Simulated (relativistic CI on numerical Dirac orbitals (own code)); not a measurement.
**Forbidden lines of In XI**

Method of calculation: Dirac-Coulomb-Breit CI, orbitals from a KLI potential per configuration, model QED (radiative potential, 1s self-energy scaled to tabulated hydrogen-like ionisation energies), unscaled Slater integrals (own radial code, finite nucleus).

CI space (outside the closed core [Ar] 3d10): 4s²4p⁶4d³, 4s²4p⁵4d⁴, 4s²4p⁶4d²4f, 4s²4p⁶4d²5s, 4s4p⁶4d⁴, 4s²4p⁶4d²5p, 4s²4p⁵4d³4f, 4s²4p⁶4d4f5s, 4s²4p⁶4d5s5p, 4s²4p⁶4d²5d, 4s4p⁶4d³4f, 4s²4p⁶4d²6s, 4s²4p⁶4d²5f, 4s²4p⁵4d³5s, 4s²4p⁶4d²6p, 4s²4p⁶4d²5g, 4s²4p⁶4d²6d, 4s²4p⁵4d³5p, 4s²4p⁶4d²7s, 4s²4p⁶4d²6f, 4s²4p⁶4d²7p, 4s4p⁶4d³5s, 4s4p⁶4d²5s5p, 4s²4p⁶4d4f², 4s²4p⁶4f³, 4s²4p⁶4f²5s, 4s²4p⁶4f²5p, 4s²4p⁵4d4f³, 4s²4p⁶4d5s², 4s²4p⁶4f5s², 4s²4p⁶5s²5p, 4s²4p⁵4d4f5s², 4s²4p⁶4d5p², 4s²4p⁶4f5p², 4s²4p⁶5s5p², 4s²4p⁶5p³, 4s²4p⁵4d4f5p². Double excitations out of closed p, d and f shells are left out; levels of such configurations are missing from the list, as are those of other unlisted configurations, and high levels can miss mixing partners. These lack a partner that the ground configuration has and come out too high: 4s²4p⁶4d²5d, 4s4p⁶4d³4f, 4s²4p⁶4d²6s, 4s²4p⁶4d²5f, 4s²4p⁵4d³5s.

```tsv
λ vac (nm)	Lower	Upper	Type	A (s⁻¹)	log gf
20.024	4s²4p⁶4d³ ⁴F3/2 [1]	4s²4p⁶4d²5s ⁴F7/2 [26]	E2	3.64e+04	-5.76
20.139	4s²4p⁶4d³ ⁴F7/2 [3]	4s²4p⁶4d²5s ⁴F9/2 [28]	E2	3.12e+05	-4.72
20.205	4s²4p⁶4d³ ⁴F5/2 [2]	4s²4p⁶4d²5s ⁴F7/2 [26]	E2	4.41e+05	-4.67
20.270	4s²4p⁶4d³ ⁴F3/2 [1]	4s²4p⁶4d²5s ⁴F5/2 [22]	E2	4.67e+05	-4.76
20.325	4s²4p⁶4d³ ⁴F9/2 [4]	4s²4p⁶4d²5s ⁴F9/2 [28]	E2	1.01e+06	-4.20
20.389	4s²4p⁶4d³ ⁴F3/2 [1]	4s²4p⁶4d²5s ⁴F3/2 [20]	E2	6.48e+05	-4.79
20.403	4s²4p⁶4d³ ⁴F7/2 [3]	4s²4p⁶4d²5s ⁴F7/2 [26]	E2	5.12e+05	-4.59
20.455	4s²4p⁶4d³ ⁴F5/2 [2]	4s²4p⁶4d²5s ⁴F5/2 [22]	E2	3.26e+05	-4.91
20.577	4s²4p⁶4d³ ⁴F5/2 [2]	4s²4p⁶4d²5s ⁴F3/2 [20]	E2	6.03e+05	-4.82
20.594	4s²4p⁶4d³ ⁴F9/2 [4]	4s²4p⁶4d²5s ⁴F7/2 [26]	E2	3.88e+05	-4.71
20.658	4s²4p⁶4d³ ⁴F7/2 [3]	4s²4p⁶4d²5s ⁴F5/2 [22]	E2	4.98e+05	-4.72
20.783	4s²4p⁶4d³ ⁴F7/2 [3]	4s²4p⁶4d²5s ⁴F3/2 [20]	E2	9.88e+04	-5.59
20.854	4s²4p⁶4d³ ⁴F9/2 [4]	4s²4p⁶4d²5s ⁴F5/2 [22]	E2	1.06e+05	-5.38
20.966	4s²4p⁶4d³ ⁴P3/2 [5]	4s²4p⁶4d²5s ⁴F7/2 [26]	E2	1.53e+05	-5.09
21.007	4s²4p⁶4d³ ⁴P5/2 [8]	4s²4p⁶4d²5s ⁴F9/2 [28]	E2	2.82e+05	-4.73
21.017	4s²4p⁶4d³ ²H9/2 [9]	4s²4p⁶4d²5s ⁴F9/2 [28]	E2	3.83e+04	-5.60
21.235	4s²4p⁶4d³ ⁴P3/2 [5]	4s²4p⁶4d²5s ⁴F5/2 [22]	E2	1.80e+05	-5.14
21.280	4s²4p⁶4d³ ⁴P1/2 [6]	4s²4p⁶4d²5s ⁴F5/2 [22]	E2	6.17e+04	-5.60
21.295	4s²4p⁶4d³ ⁴P5/2 [8]	4s²4p⁶4d²5s ⁴F7/2 [26]	E2	1.04e+05	-5.25
21.366	4s²4p⁶4d³ ⁴P3/2 [5]	4s²4p⁶4d²5s ⁴F3/2 [20]	E2	1.06e+05	-5.54
21.412	4s²4p⁶4d³ ⁴P1/2 [6]	4s²4p⁶4d²5s ⁴F3/2 [20]	E2	1.92e+05	-5.28
21.583	4s²4p⁶4d³ ²H9/2 [9]	4s²4p⁶4d²5s ⁴F5/2 [22]	E2	1.05e+05	-5.36
21.789	4s²4p⁶4d³ ²H11/2 [12]	4s²4p⁶4d²5s ⁴F7/2 [26]	E2	4.03e+04	-5.64
115.55	4s²4p⁶4d³ ⁴F5/2 [2]	4s²4p⁶4d³ ²D3/2 [18]	M1	2.05e+01	-7.78
122.33	4s²4p⁶4d³ ⁴F7/2 [3]	4s²4p⁶4d³ ²D5/2 [19]	M1	1.86e+01	-7.60
145.79	4s²4p⁶4d³ ⁴P3/2 [5]	4s²4p⁶4d³ ²D3/2 [18]	M1	2.40e+01	-7.51
160.94	4s²4p⁶4d³ ²G7/2 [7]	4s²4p⁶4d³ ²D3/2 [18]	E2	2.77e+01	-7.37
163.33	4s²4p⁶4d³ ⁴P5/2 [8]	4s²4p⁶4d³ ²D5/2 [19]	M1	6.98e+01	-6.78
173.44	4s²4p⁶4d³ ⁴F3/2 [1]	4s²4p⁶4d³ ²F5/2 [17]	M1	9.91e+00	-7.57
182.11	4s²4p⁶4d³ ²D3/2 [10]	4s²4p⁶4d³ ²D5/2 [19]	M1	4.59e+01	-6.86
213.78	4s²4p⁶4d³ ²D5/2 [14]	4s²4p⁶4d³ ²D3/2 [18]	M1	3.90e+01	-6.97
219.92	4s²4p⁶4d³ ⁴F5/2 [2]	4s²4p⁶4d³ ²P3/2 [15]	M1	2.15e+01	-7.20
231.75	4s²4p⁶4d³ ⁴F9/2 [4]	4s²4p⁶4d³ ²F7/2 [16]	M1	1.29e+01	-7.08
276.90	4s²4p⁶4d³ ⁴F3/2 [1]	4s²4p⁶4d³ ²D3/2 [10]	M1	2.24e+01	-6.99
286.02	4s²4p⁶4d³ ⁴F7/2 [3]	4s²4p⁶4d³ ²D5/2 [14]	M1	4.06e+01	-6.52
299.68	4s²4p⁶4d³ ²F5/2 [17]	4s²4p⁶4d³ ²D5/2 [19]	M1	3.78e+01	-6.52
301.69	4s²4p⁶4d³ ⁴F7/2 [3]	4s²4p⁶4d³ ²H9/2 [13]	M1	6.85e+00	-7.03
316.10	4s²4p⁶4d³ ⁴F5/2 [2]	4s²4p⁶4d³ ²D3/2 [10]	M1	3.49e+01	-6.68
409.72	4s²4p⁶4d³ ⁴F5/2 [2]	4s²4p⁶4d³ ²G7/2 [7]	M1	1.97e+01	-6.40
482.33	4s²4p⁶4d³ ⁴F7/2 [3]	4s²4p⁶4d³ ²H9/2 [9]	M1	1.11e+01	-6.41
510.05	4s²4p⁶4d³ ⁴F7/2 [3]	4s²4p⁶4d³ ²G7/2 [7]	M1	1.16e+01	-6.44
617.69	4s²4p⁶4d³ ⁴F9/2 [4]	4s²4p⁶4d³ ²H9/2 [9]	M1	1.60e+01	-6.04
730.65	4s²4p⁶4d³ ⁴P3/2 [5]	4s²4p⁶4d³ ²D3/2 [10]	M1	2.04e+01	-6.18
738.52	4s²4p⁶4d³ ²G7/2 [7]	4s²4p⁶4d³ ²H9/2 [13]	M1	1.53e+01	-5.90
805.56	4s²4p⁶4d³ ²H9/2 [9]	4s²4p⁶4d³ ²H9/2 [13]	M1	1.57e+01	-5.82
```

Terms are leading LS components. Brackets give the number of a level in order of energy, since labels repeat. The list gives strong lines, with weight on those to low levels, among the lowest 400 of 7869 levels, so that lines to higher ones, which can be the strongest, are missing. Levels whose partners in the same complex of configurations lie outside the list can be far off, and so can their lines. Rates are taken at the computed energies, electric ones in the length gauge.

At this charge energies of transitions that change n are usually good to better than 1 %, and those within a shell (Δn = 0) to a few per cent. Terms inside the open d or f shell come out 10 to 20 % too wide with unscaled integrals.

LS names give the leading component of a level, which can be under half, so a name can repeat, a term be missing and a line seem to break the LS rules.
